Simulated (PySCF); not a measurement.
A structure optimised at PBE0-D3(BJ)/def2-TZVP, used in a PySCF frequency run:

```xyz
4

Cd     0.0002     0.5807     0.0000
H      0.0332     2.2431     0.0000
S     -0.0813    -1.7641     0.0000
H      1.2569    -1.8904     0.0000
```

Question: Write its SMILES, formula and point group.

Answer: [SH][CdH], CdH₂S, Cs

Question: What are its rotational constants (standard atomic weights)?

Answer: 287.95, 3.4655, 3.4243 GHz
